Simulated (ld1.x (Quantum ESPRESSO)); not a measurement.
How hard is this aluminium TM potential?

Al (Z = 13), norm-conserving Troullier–Martins (Kleinman–Bylander form), made with ld1.x (Quantum ESPRESSO) 7.5 (PBE, scalar-relativistic). Core [Ne], reference 3s2 3p1. Waves: 3s (bound): rc 1.65 bohr; 3p (bound): rc 2.80 bohr. Local part: all-electron potential smoothed inside 1.30 bohr (lloc = -1). Core correction: Bessel-smoothed model core inside 1.30 bohr.

The pseudo-atom Hamiltonian at the reference potential is diagonalised in spherical Bessel functions j_l(qr) that vanish at 20 bohr, with q² up to the cutoff. All-electron valence levels (Ry): 3s -0.5698, 3p -0.1993.

Problem. How do the lowest levels (Ry) of each channel move with the cutoff, and are there ghosts?

Solution.

| cutoff (Ry) | s #1 | p #1 | d #1 | f #1 | f #2 | Σ f·Δε (mRy) |
| --- | --- | --- | --- | --- | --- | --- |
| 8 | -0.5628 | -0.1992 | 0.0454 | 0.1021 | 0.2242 | 14.3 |
| 10 | -0.5666 | -0.1992 | 0.0454 | 0.1021 | 0.2242 | 6.5 |
| 15 | -0.5680 | -0.1993 | 0.0454 | 0.1021 | 0.2242 | 3.6 |
| 18 | -0.5682 | -0.1993 | 0.0453 | 0.1021 | 0.2242 | 3.3 |
| 21 | -0.5686 | -0.1993 | 0.0453 | 0.1021 | 0.2242 | 2.5 |
| 25 | -0.5690 | -0.1993 | 0.0453 | 0.1021 | 0.2242 | 1.6 |
| 35 | -0.5697 | -0.1993 | 0.0453 | 0.1021 | 0.2242 | 0.3 |
| 40 | -0.5697 | -0.1993 | 0.0453 | 0.1021 | 0.2242 | 0.3 |
| 400 | -0.5698 | -0.1993 | 0.0453 | 0.1021 | 0.2242 | 0.0 |

Result: no extra level below or beside the all-electron valence levels (s, p, d, f tested); 10 mRy is reached at 10 Ry and 1 mRy at 30 Ry.
